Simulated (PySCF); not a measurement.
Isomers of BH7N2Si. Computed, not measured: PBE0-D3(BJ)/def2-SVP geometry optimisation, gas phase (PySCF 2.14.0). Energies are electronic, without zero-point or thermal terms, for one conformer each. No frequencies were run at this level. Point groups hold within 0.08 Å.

**Question.** Order them by energy at this level, lowest first, and give relative energies in kcal/mol.
A. `[NH2:1][BH:2][NH:3][SiH3:4]` with N1–B2–N3–Si4 -177°
B. `[BH2:1][NH:2][SiH2:3][NH2:4]` with B1–N2–Si3–N4 -129°, N2–Si3–N4–H -142° and 68°

**Answer.** A (0.0), B (13.9).

```json
{"SMILES": "NBN[SiH3]", "E (Eh)": "-427.67563", "E rel (kcal/mol)": "0.0", "dipole (D)": "2.31", "point group": "–", "A, B, C (MHz)": "30178, 2365, 2251"}
{"SMILES": "BN[SiH2]N", "E (Eh)": "-427.65341", "E rel (kcal/mol)": "13.9", "dipole (D)": "2.71", "point group": "C1", "A, B, C (MHz)": "15750, 3202, 2956"}
```

**Question.** How do the relative energies change in single points at PBE0/pcSseg-1 (no added dispersion term) on the same geometries?

**Answer.** 
| SMILES | PBE0-D3(BJ)/def2-SVP (kcal/mol) | PBE0/pcSseg-1 (kcal/mol) | shift |
| --- | --- | --- | --- |
| NBN[SiH3] | 0.0 | 0.0 | 0.0 |
| BN[SiH2]N | 13.9 | 12.7 | -1.2 |

Each column counts from its own lowest isomer. The order is unchanged; the largest shift is 1.2 kcal/mol.
